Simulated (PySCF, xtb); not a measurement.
Zn(I)(GeH3) (GeH₃IZn), SMILES [Zn]([I])[GeH3].

GFN2-xTB in xtb 6.7.1 at its own geometry gives an orbital gap of 5.97 eV and a dipole moment of 5.06 D.

Geometry: PBE0-D3(BJ)/def2-SVP. The structure was generated by enumeration; whether it is a known compound was not checked. The def2 effective core potentials stand for the cores of I; spin–orbit coupling is left out.

Problem. What does PBE/def2-TZVPD (PySCF) give? (The exact figures need the calculation; the answer reports its results.)

Solution. gap 4.61 eV (levels -6.54 and -1.92 eV), dipole 1.50 D.
